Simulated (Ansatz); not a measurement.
Mulliken charges of `[NH]=[Mo](=[NH])([NH2])[F]` from r2SCAN/def2-TZVPP in Ansatz (PBE0-D4/def2-TZVP geometry).

| atom | x (Å) | y (Å) | z (Å) | charge (e) |
| --- | --- | --- | --- | --- |
| N1 | -0.521 | 1.639 | -0.002 | -0.643 |
| Mo2 | -0.020 | 0.071 | -0.516 | 1.555 |
| N3 | 1.687 | -0.132 | -0.393 | -0.642 |
| N4 | -0.817 | -1.194 | 0.703 | -0.578 |
| F5 | -0.557 | -0.207 | -2.287 | -0.425 |
| H6 | -0.378 | 2.580 | 0.338 | 0.179 |
| H7 | 2.632 | 0.167 | -0.195 | 0.179 |
| H8 | -0.325 | -2.002 | 1.052 | 0.188 |
| H9 | -1.613 | -0.969 | 1.281 | 0.188 |

**Question.** By hand: the dipole of these point charges (1 e Å = 4.8032 D).

**Answer.** Σ q r = (-0.031, -0.147, 0.481) e Å, of length 0.504 e Å = 2.42 D.

**Question.** How does the dipole of the full density compare? (An estimate is asked.)

**Answer.** Ansatz gave: (0.151, 0.046, 0.647) e Å, 3.20 D; the point charges give 0.76 times that, at 27° from its direction.

Point charges leave out the atoms' own dipoles, such as those of lone pairs, and Mulliken's split depends on the basis, so the two needn't agree.
